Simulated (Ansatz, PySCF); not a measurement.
Complex: HCl (SMILES Cl) (first 2 atoms) with HBr (SMILES Br); geometry from B3LYP-D3(BJ)/def2-TZVP.
(charge 0, multiplicity 1):
```xyz
4

Cl     0.5348    -0.4660    -0.2256
H      0.8003     0.7857    -0.1236
Br     0.1772    -0.3093     3.6888
H      0.2552    -0.5921     2.2887
```

Quantity: the interaction energy.

Counterpoise-corrected where a basis set is named; no monomer relaxation.

Correlated levels freeze the cores. Filled d and f shells under p-block atoms count as core. CBS: X⁻³ extrapolation of the correlation energy, Hartree–Fock from the larger set.

The values were computed with Ansatz (a quantum-chemistry and plane-wave program); PySCF for the dispersion terms. Each number belongs to the level named beside it.

Costs are ratios of core time to PBE/def2-TZVPPD (roughly 4 s), for whole runs (searches for the state included, and forces where a run took them) on one shared machine, so rough; each difference counts from -73.3 meV (CCSD(T)/CBS(def2-TZVPPD, def2-QZVPPD), a level with limits of its own).

A star marks coupled-cluster runs past 200 virtual orbitals, where the program's memory plan changes under this machine's limit, so their costs aren't comparable with smaller runs.

```
level                      basis functions  cost
-------------------------  ---------------  ----
PBE/def2-TZVPPD                        142    ×1
PBE-D3(BJ)/def2-TZVPPD                 142    ×1
BLYP-D3(BJ)/def2-TZVPPD                142    ×1
r2SCAN-D3(BJ)/def2-TZVPPD              142    ×2
B3LYP/def2-TZVPPD                      142    ×2
CAM-B3LYP/def2-TZVPPD                  142    ×2
PBE0-D3(BJ)/def2-TZVPPD                142    ×2
CCSD(T)/def2-SVPD                       84    ×2
B2PLYP/def2-TZVPPD                     142    ×2
B2PLYP-D3(BJ)/def2-TZVPPD              142    ×2
CCSD(T)/def2-TZVPPD                    142    ×8
CCSD(T)/def2-QZVPPD                    243  ×40*
```

Q: What does the step from CCSD(T)/def2-SVPD to CCSD(T)/def2-TZVPPD cost and buy?

A: 84 to 142 functions, cost ×4 (rough); the difference goes from 29.5 to 20.7 meV.

Each difference (meV): PBE/def2-TZVPPD 1.0; PBE-D3(BJ)/def2-TZVPPD -28.1; BLYP-D3(BJ)/def2-TZVPPD -14.6; r2SCAN-D3(BJ)/def2-TZVPPD -10.0; B3LYP/def2-TZVPPD 36.5; CAM-B3LYP/def2-TZVPPD 21.4; PBE0-D3(BJ)/def2-TZVPPD -18.1; CCSD(T)/def2-SVPD 29.5; B2PLYP/def2-TZVPPD 23.8; B2PLYP-D3(BJ)/def2-TZVPPD -1.9; CCSD(T)/def2-TZVPPD 20.7; CCSD(T)/def2-QZVPPD 8.3.
